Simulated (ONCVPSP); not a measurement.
## Scattering properties, ONCV potential for neon

ONCVPSP 4.0.1 input, shortened (lines: element, Z, core and valence counts, functional; n l f; lmax; l rc ep ncon nbas qcut; lloc lpopt rc5 dvloc0; l nproj debl; icmod fcfact rcfact), LDA (Perdew-Zunger), scalar-relativistic:

```
  Ne 10.00    1    2        3      upf
    1    0    2.00
    2    0    2.00
    2    1    4.50
    1
    0    0.55    0.00    3    7   13.00
    1    1.45    0.00    4    7   10.00
    4    5    0.55    0.00
    0    2    1.70
    1    2    3.50
    1    0.65    0.00
```

In the s channel the program set the typed energies aside and used -2.430, 0.250 Ha.

The phase is arctan(r·R′/R) of the radial function R(r), unwrapped; energies in Ha, scanned from -4 to 5 Ha. A pole is an energy at which the radial function vanishes at the test radius. The pseudo phase is shifted by a multiple of π to meet the all-electron one at the reference energy, and phase errors are pseudo minus all-electron; the curves can meet again beyond the range given. Levels narrower than the energy grid can be missing from the lists of poles.

```json
{"channel": "s", "radius (bohr)": "0.56", "reference energy (Ha)": "-2.43", "poles, all-electron": "none", "poles, pseudo": "none", "unbroken range about the reference energy with phases within 0.05 rad": "the whole range", "phase error 1 Ha above the reference energy (rad)": "+0.000"}
{"channel": "p", "radius (bohr)": "1.47", "reference energy (Ha)": "-1.59", "poles, all-electron": "-1.15", "poles, pseudo": "-1.15", "unbroken range about the reference energy with phases within 0.05 rad": "the whole range", "phase error 1 Ha above the reference energy (rad)": "-0.000"}
```

Phases in the s channel:

```json
{"E (Ha)": "-3.98", "all-electron": "-0.211", "pseudo": "-0.211"}
{"E (Ha)": "-3.74", "all-electron": "-0.255", "pseudo": "-0.255"}
{"E (Ha)": "-3.50", "all-electron": "-0.297", "pseudo": "-0.297"}
{"E (Ha)": "-3.26", "all-electron": "-0.340", "pseudo": "-0.340"}
{"E (Ha)": "-3.02", "all-electron": "-0.382", "pseudo": "-0.382"}
{"E (Ha)": "-2.78", "all-electron": "-0.423", "pseudo": "-0.423"}
{"E (Ha)": "-2.54", "all-electron": "-0.463", "pseudo": "-0.463"}
{"E (Ha)": "-2.30", "all-electron": "-0.502", "pseudo": "-0.502"}
{"E (Ha)": "-2.06", "all-electron": "-0.540", "pseudo": "-0.540"}
{"E (Ha)": "-1.82", "all-electron": "-0.577", "pseudo": "-0.577"}
{"E (Ha)": "-1.58", "all-electron": "-0.613", "pseudo": "-0.613"}
{"E (Ha)": "-1.34", "all-electron": "-0.648", "pseudo": "-0.648"}
{"E (Ha)": "-1.10", "all-electron": "-0.681", "pseudo": "-0.681"}
{"E (Ha)": "-0.86", "all-electron": "-0.713", "pseudo": "-0.713"}
{"E (Ha)": "-0.62", "all-electron": "-0.744", "pseudo": "-0.744"}
{"E (Ha)": "-0.38", "all-electron": "-0.774", "pseudo": "-0.774"}
{"E (Ha)": "-0.14", "all-electron": "-0.803", "pseudo": "-0.803"}
{"E (Ha)": "0.10", "all-electron": "-0.830", "pseudo": "-0.830"}
{"E (Ha)": "0.34", "all-electron": "-0.857", "pseudo": "-0.857"}
{"E (Ha)": "0.58", "all-electron": "-0.882", "pseudo": "-0.882"}
{"E (Ha)": "0.82", "all-electron": "-0.906", "pseudo": "-0.906"}
{"E (Ha)": "1.06", "all-electron": "-0.929", "pseudo": "-0.929"}
{"E (Ha)": "1.30", "all-electron": "-0.952", "pseudo": "-0.952"}
{"E (Ha)": "1.54", "all-electron": "-0.973", "pseudo": "-0.973"}
{"E (Ha)": "1.78", "all-electron": "-0.994", "pseudo": "-0.994"}
{"E (Ha)": "2.02", "all-electron": "-1.013", "pseudo": "-1.013"}
{"E (Ha)": "2.26", "all-electron": "-1.032", "pseudo": "-1.032"}
{"E (Ha)": "2.50", "all-electron": "-1.050", "pseudo": "-1.050"}
{"E (Ha)": "2.74", "all-electron": "-1.068", "pseudo": "-1.068"}
{"E (Ha)": "2.98", "all-electron": "-1.084", "pseudo": "-1.084"}
{"E (Ha)": "3.22", "all-electron": "-1.100", "pseudo": "-1.100"}
{"E (Ha)": "3.46", "all-electron": "-1.116", "pseudo": "-1.116"}
{"E (Ha)": "3.70", "all-electron": "-1.131", "pseudo": "-1.131"}
{"E (Ha)": "3.94", "all-electron": "-1.145", "pseudo": "-1.145"}
{"E (Ha)": "4.18", "all-electron": "-1.159", "pseudo": "-1.159"}
{"E (Ha)": "4.42", "all-electron": "-1.172", "pseudo": "-1.172"}
{"E (Ha)": "4.66", "all-electron": "-1.185", "pseudo": "-1.185"}
{"E (Ha)": "4.90", "all-electron": "-1.197", "pseudo": "-1.197"}
```
